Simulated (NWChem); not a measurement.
Molecule: GeSiH$_{5}$OCl; SMILES O[SiH2][GeH2][Cl]

```xyz
9

O      1.2906     1.8806    -0.3525
Si    -0.2623     1.7307     0.2210
Ge    -0.7885    -0.5861    -0.0771
Cl     1.2483    -1.4099     0.1067
H      1.8170     1.0739    -0.2594
H     -1.1557     2.6232    -0.5669
H     -0.3948     2.0588     1.6733
H     -1.6276    -1.2909     1.0037
H     -1.2790    -1.0159    -1.4717
```
Atoms are numbered in this order, from 1.

All runs: NWChem. Coordinates come from a PBE0/def2-SVP optimisation.

For level B3LYP/aug-pcseg-1:

```
Property                     Value
---------------------------  -----
highest occupied level (eV)  -7.96
orbital gap (eV)              6.38
dipole (D)                    2.12
```

**Question.** Estimate the same quantities for level B3LYP/STO-3G.

**Answer.** 
- highest occupied level (eV): -4.26
- orbital gap (eV): 7.46
- dipole (D): 2.65
